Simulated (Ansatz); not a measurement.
Total energies of InI₃ from Ansatz at r2SCAN-D4/def2-TZVP, gas phase (1 Eh = 27.2114 eV = 2625.5 kJ/mol). The reference geometry is relaxed at PBE0-D4/def2-SVP.

```xyz
4

In    0.000    0.000    0.000
I    -2.367    1.186    0.217
I     0.679   -1.931    1.694
I     1.688    0.744   -1.912
```

| state | geometry | energy (Eh) |
| --- | --- | --- |
| charge 0 singlet | reference | -1083.85802 |
| charge 1 doublet | reference | -1083.51891 |
| free In atom (doublet) | – | -190.18147 |
| free I atom (doublet) | – | -297.79508 |

In the def2 sets I, In take a core potential; there is no spin–orbit coupling.

(1) Work out the vertical ionisation energy to the doublet.

(2) What is the binding energy per atom against free atoms?

(1) E(charge 1 doublet) − E(charge 0 singlet) = -1083.51891 − (-1083.85802) = 0.33911 Eh = 9.23 eV. For comparison, −ε of the highest occupied level is 7.02 eV at this level, 2.21 eV less.

(2) Atoms: 1 × (-190.18147) + 3 × (-297.79508) = -1083.56671 Eh. Binding: -1083.56671 − (-1083.85802) = 0.29131 Eh = 7.93 eV, or 1.98 eV for each of 4 atoms (no zero-point energy, no counterpoise term).
